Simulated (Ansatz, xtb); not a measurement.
## Relative energy of two isomers of C6H2N2S

Structure I is `C#Cc1csc(C#N)n1`, a singlet and structure II is `C#Cc1ncc(C#N)s1`, a singlet. Both are isolated molecules in the gas phase, relaxed with PBE-D3(BJ)/def2-SVP.

I (Å):

```xyz
11

C    -0.7843    0.0150    3.0596
C    -0.1966   -0.3918    2.0659
C     0.5036   -0.8464    0.9092
C     1.6011   -0.1840    0.3470
C     0.9087   -2.2265   -0.7760
C     0.7930   -3.3355   -1.6618
N     0.7216   -4.2396   -2.4080
N     0.1299   -1.9991    0.2574
S     2.1817   -1.0220   -1.0312
H    -1.3103    0.3661    3.9368
H     2.0692    0.7444    0.6946
```

II (Å):

| atom | x (Å) | y (Å) | z (Å) |
| --- | --- | --- | --- |
| C | -2.6149 | -0.6148 | 1.7636 |
| C | -1.4981 | -0.7405 | 1.2747 |
| C | -0.2039 | -0.9199 | 0.7304 |
| C | 1.6350 | -0.5622 | -0.4464 |
| C | 2.0222 | -1.7683 | 0.1491 |
| C | 3.2399 | -2.4710 | -0.0118 |
| N | 0.4048 | -0.1045 | -0.1178 |
| N | 4.2551 | -3.0478 | -0.1519 |
| S | 0.7434 | -2.3457 | 1.1838 |
| H | -3.6025 | -0.4909 | 2.1875 |
| H | 2.2734 | -0.0002 | -1.1430 |

Energies in hartree; the thermal terms are from GFN2-xTB frequencies at re-optimised GFN2-xTB minima (ideal gas, soft modes damped towards free rotors, one conformer each, 298.15 K, 1 atm) and include the zero-point energy:

|  | I | II |
| --- | --- | --- |
| E, CCSD(T)/def2-SVP | −735.594821 | −735.597607 |
| E, MP2/def2-SVP | −735.512939 | −735.515109 |
| E, MP2/def2-TZVPP | −736.298023 | −736.299808 |
| zero-point energy | 0.060800 | 0.060902 |
| H(298 K) − E | 0.069887 | 0.070020 |
| G(298 K) − E | 0.027405 | 0.027541 |

Question: Correct the CCSD(T) difference for the basis set by the MP2 change, then work out ΔE, ΔE₀, ΔH and ΔG for I → II in kJ/mol (1 Eh = 2625.50 kJ/mol) and the equilibrium ratio [II]/[I].

Answer: 1. Differences II − I: CCSD(T) −0.002786, MP2 in the small set −0.002170, MP2 in the large set −0.001785 Eh.
2. ΔE = −0.002786 + (−0.001785 − (−0.002170)) = −0.002401 Eh = −6.30 kJ/mol.
3. ΔE₀ = ΔE + ΔZPE = −0.002401 + (+0.000102) Eh = −6.04 kJ/mol.
4. ΔH = ΔE + (+0.000133) Eh = −5.95 kJ/mol.
5. ΔG = ΔE + (+0.000136) Eh = −5.95 kJ/mol, so ΔS = (ΔH − ΔG)/T = 0.0 J/(mol K).
6. kT = 0.9442 mEh, so K = [II]/[I] = exp(−ΔG/kT) = exp(+2.40) ≈ 11.

Structure II is favoured at this temperature. An error of 4 kJ/mol in ΔG would change K by a factor of 5. Mirror images and further conformers aren't counted.

As drawn, both hold the same kinds of bond in the same numbers.

Other levels gave ΔE = −13.0 (GFN2-xTB); −5.7 (HF/STO-3G, GFN2-xTB geometries); −12.8 (r2SCAN-D4/def2-SVP, GFN2-xTB geometries); −12.5 (PBE-D3(BJ)/def2-SVP); −9.1 (HF/def2-SVP); −5.7 (MP2/def2-SVP); −7.3 (CCSD(T)/def2-SVP) kJ/mol. The correlated steps freeze 13 core orbitals. Programs: Ansatz 0.2.0, xtb 6.7.1.
